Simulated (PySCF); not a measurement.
From one molecule to another.

First species: C6H9FN2.
Atom-mapped SMILES: `[CH3:1][c:2]1[n:3][n:4]([CH3:5])[c:6]([CH3:7])[c:8]1[F:9]` (hydrogens: H10, H11, H12 on C1; H13, H14, H15 on C5; H16, H17, H18 on C7)

Second species: C4H5Cl.
SMILES: `C=C=CCCl`

Levels: PBE0/pcSseg-1 for dipole moment, HOMO energy, LUMO energy and HOMO–LUMO gap; GFN2-xTB for rotational constant A and rotational constant C. Geometries: GFN2-xTB. Each species is one conformer at its optimised geometry, gas phase, non-relativistic unless stated; the electronic structure was computed with PySCF and density fitting.

Dipoles, sizes and rotational constants follow the conformer. The torsions of the flexible species, by atom-mapped SMILES:
- `[CH2:1]=[C:2]=[CH:3][CH2:4][Cl:5]`: C2–C3–C4–Cl5 -109°

Values for the first species:

| Property | Result |
| --- | --- |
| Dipole moment | 2.70 D |
| HOMO energy | -6.58 eV |
| LUMO energy | 0.68 eV |
| HOMO–LUMO gap | 7.26 eV |
| Rotational constant A | 2.356 GHz |
| Rotational constant C | 0.961 GHz |

Q: Estimate the same properties for the second species, and the change in each.

A: 
```json
{"property": "dipole moment", "first": "2.70 D", "second": "2.21 D", "second less first": "-0.49 D"}
{"property": "HOMO energy", "first": "-6.58 eV", "second": "-7.76 eV", "second less first": "-1.18 eV"}
{"property": "LUMO energy", "first": "0.68 eV", "second": "-0.35 eV", "second less first": "-1.03 eV"}
{"property": "HOMO–LUMO gap", "first": "7.26 eV", "second": "7.41 eV", "second less first": "+0.15 eV"}
{"property": "rotational constant A", "first": "2.356 GHz", "second": "13.888 GHz", "second less first": "+11.532 GHz"}
{"property": "rotational constant C", "first": "0.961 GHz", "second": "1.608 GHz", "second less first": "+0.647 GHz"}
```

On the first: In atomic units the dipole is 1.06 e·bohr (1 au = 2.5417 D).

On the second: In atomic units the dipole is 0.87 e·bohr (1 au = 2.5417 D).
